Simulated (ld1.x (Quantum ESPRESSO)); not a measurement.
**u(r) = r·R(r): atom against pseudo-atom (Fe (Z = 26))**

Columns: radius, all-electron u(r) and pseudo u(r) of the 3d shell (level -7.58 eV) of iron in the configuration [Ne] 3s2 3p6 3d6 4s2 4p0; PW91, scalar-relativistic, ultrasoft scheme, ld1.x (Quantum ESPRESSO) 7.5.

```tsv
r (bohr)	all-electron	pseudo
0.093	0.0589	0.0011
0.185	0.2453	0.0082
0.278	0.4682	0.0267
0.370	0.6569	0.0596
0.463	0.7938	0.1090
0.555	0.8767	0.1725
0.648	0.9156	0.2479
0.740	0.9208	0.3285
0.833	0.9031	0.4097
0.925	0.8711	0.4832
1.018	0.8301	0.5450
1.110	0.7852	0.5894
1.203	0.7381	0.6152
1.295	0.6916	0.6220
1.388	0.6457	0.6119
1.480	0.6022	0.5888
1.573	0.5605	0.5568
1.665	0.5217	0.5212
1.758	0.4849	0.4849
1.850	0.4510	0.4510
1.943	0.4191	0.4191
2.035	0.3897	0.3897
2.128	0.3622	0.3622
2.220	0.3370	0.3370
2.313	0.3133	0.3133
2.405	0.2915	0.2915
```

(1) How many radial nodes do the two functions have?

(2) At about which radius was the pseudo-wave matched?

(3) Is the pseudo-wave norm-conserving?

Answers

(1) The all-electron 3d function has n − l − 1 = 0; the pseudo-wave has 0.

(2) 1.85 bohr, where the columns begin to agree (steps of 0.09 bohr).

(3) No, it belongs to an ultrasoft set: the norm inside the radius is not constrained, and the difference is carried by the augmentation charge.
